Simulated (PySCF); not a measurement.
A structure optimised at PBE-D3(BJ)/def2-SVP, used in a PySCF frequency run:

```xyz
6

B     -0.5254    -0.7030     0.0000
C     -0.1185     0.7685     0.0000
C      0.1541     1.9677     0.0000
H      0.4017     3.0219     0.0000
F      0.4113    -1.6522     0.0000
H     -1.6904    -1.0544     0.0000
```

Write its SMILES, formula and point group.

C#CBF, C2H2BF, Cs

What are its rotational constants (standard atomic weights)?

52.799, 4.1795, 3.8729 GHz
